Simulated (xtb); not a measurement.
Input file for xtb: GFN1-xTB on O2 (SMILES O=O).

```
$ xtb mol.xyz --gfn 1 --sp --chrg 0 --uhf 2
2

O      0.00000000    -0.00000000     0.60215214
O     -0.00000000     0.00000000    -0.60215214
```

The log:

```
[...]
           -------------------------------------------------
          |                Calculation Setup                |
           -------------------------------------------------



           -------------------------------------------------
          |                 G F N 1 - x T B                 |
           -------------------------------------------------

        Reference                      10.1021/acs.jctc.7b00118
      * Hamiltonian:
        H0-scaling (s, p, d)           1.850000    2.250000    2.000000
        zeta-weighting                 0.000000
      * Dispersion:
        s8                             2.400000
        a1                             0.630000
        a2                             5.000000
        s9                             0.000000
      * Repulsion:
        kExp                           1.500000
        rExp                           1.000000
      * Coulomb:
        alpha                          2.000000
        third order                    atomic
        anisotropic                    false
      * Halogen bond correction:
        rad-scale                      1.300000
        damping                        0.440000


          ...................................................
          :                      SETUP                      :
          :.................................................:
          :  # basis functions                   8          :
          :  # atomic orbitals                   8          :
          :  # shells                            4          :
          :  # electrons                        12          :
          :  # halogen bonds                     0          :
          :  max. iterations                   250          :
          :  Hamiltonian                  GFN1-xTB          :
          :  restarted?                      false          :
          :  GBSA solvation                  false          :
          :  PC potential                    false          :
          :  electronic temp.          300.0000000     K    :
          :  accuracy                    1.0000000          :
          :  -> integral cutoff          0.2500000E+02      :
          :  -> integral neglect         0.1000000E-07      :
          :  -> SCF convergence          0.1000000E-05 Eh   :
          :  -> wf. convergence          0.2000000E-04 e    :
          :  Broyden damping             0.4000000          :
          :  net charge                          0          :
          :  unpaired electrons                  2          :
          ...................................................

 iter      E             dE          RMSdq      gap      omega  full diag
   1     -9.1296734 -0.912967E+01  0.344E+00   19.87       0.0  T
   2     -9.1296734 -0.298673E-08  0.206E+00   19.87       1.0  T
   3     -9.1296734 -0.167924E-08  0.124E-04   19.87     571.0  T
   4     -9.1296734 -0.355271E-14  0.105E-12   19.87  100000.0  T

   *** convergence criteria satisfied after 4 iterations ***

         #    Occupation            Energy/Eh            Energy/eV
      -------------------------------------------------------------
         1        2.0000           -0.9782809             -26.6204
         2        2.0000           -0.8389924             -22.8301
         3        2.0000           -0.7549561             -20.5434
         4        2.0000           -0.7549561             -20.5434
         5        2.0000           -0.7123296             -19.3835
         6        1.0000           -0.5059155             -13.7667
         7        1.0000           -0.5059155             -13.7667 (HOMO)
         8                          0.2241935               6.1006 (LUMO)
      -------------------------------------------------------------
                  HL-Gap            0.7301090 Eh           19.8673 eV
             Fermi-level           -0.3749918 Eh          -10.2040 eV

 transition dipole moment (au) for excitation:           6           7
     X       Y       Z
  -0.0000  -0.0000   0.0000  total (au/Debye):    0.000   0.000
 dE (eV)             :    0.000
 oscillator strength :  0.10272E-46

 SCC (total)                   0 d,  0 h,  0 min,  0.001 sec
 SCC setup                      ...        0 min,  0.000 sec (  6.158%)
 Dispersion                     ...        0 min,  0.000 sec (  2.279%)
 classical contributions        ...        0 min,  0.000 sec (  1.535%)
 integral evaluation            ...        0 min,  0.000 sec ( 13.482%)
 iterations                     ...        0 min,  0.000 sec ( 43.156%)
 molecular gradient             ...        0 min,  0.000 sec ( 10.411%)
 printout                       ...        0 min,  0.000 sec ( 22.023%)

         :::::::::::::::::::::::::::::::::::::::::::::::::::::
         ::                     SUMMARY                     ::
         :::::::::::::::::::::::::::::::::::::::::::::::::::::
         :: total energy              -9.117701943196 Eh    ::
         :: gradient norm              0.007409961838 Eh/a0 ::
         :: HOMO-LUMO gap             19.867276461148 eV    ::
         ::.................................................::
         :: SCC energy                -9.129673408935 Eh    ::
         :: -> electrostatic           0.000023917824 Eh    ::
         :: repulsion energy           0.012070928826 Eh    ::
         :: dispersion energy         -0.000099463087 Eh    ::
         :: halogen bond corr.         0.000000000000 Eh    ::
         :: add. restraining           0.000000000000 Eh    ::
         :: total charge              -0.000000000000 e     ::
         :::::::::::::::::::::::::::::::::::::::::::::::::::::

           -------------------------------------------------
          |                Property Printout                |
           -------------------------------------------------

    * Orbital Energies and Occupations

         #    Occupation            Energy/Eh            Energy/eV
      -------------------------------------------------------------
         1        2.0000           -0.9782809             -26.6204
         2        2.0000           -0.8389924             -22.8301
         3        2.0000           -0.7549561             -20.5434
         4        2.0000           -0.7549561             -20.5434
         5        2.0000           -0.7123296             -19.3835
         6        1.0000           -0.5059155             -13.7667
         7        1.0000           -0.5059155             -13.7667 (HOMO)
         8                          0.2241935               6.1006 (LUMO)
      -------------------------------------------------------------
                  HL-Gap            0.7301090 Eh           19.8673 eV
             Fermi-level           -0.3749918 Eh          -10.2040 eV

  Mulliken/CM5 charges         n(s)   n(p)   n(d)
     1O     0.00000  0.00000   1.757  4.243  0.000
     2O     0.00000  0.00000   1.757  4.243  0.000

Wiberg/Mayer (AO) data.
largest (>0.10) Wiberg bond orders for each atom

 ---------------------------------------------------------------------------
     #   Z sym  total        # sym  WBO       # sym  WBO       # sym  WBO
 ---------------------------------------------------------------------------
     1   8 O    2.000 --     2 O    2.000
     2   8 O    2.000 --     1 O    2.000
 ---------------------------------------------------------------------------

Topologies differ in total number of bonds
Writing topology from bond orders to xtbtopo.mol

 dipole moment from electron density (au)
     X       Y       Z
   0.0000  -0.0000   0.0000  total (Debye):    0.000


           -------------------------------------------------
          | TOTAL ENERGY               -9.117701943196 Eh   |
          | GRADIENT NORM               0.007409961838 Eh/α |
          | HOMO-LUMO GAP              19.867276461148 eV   |
Note: The following floating-point exceptions are signalling: IEEE_UNDERFLOW_FLAG IEEE_DENORMAL
normal termination of xtb
           -------------------------------------------------

------------------------------------------------------------------------
------------------------------------------------------------------------
 total:
 SCF:
```

The run finished.

Cost: about 0.020 core-seconds (a rough figure).
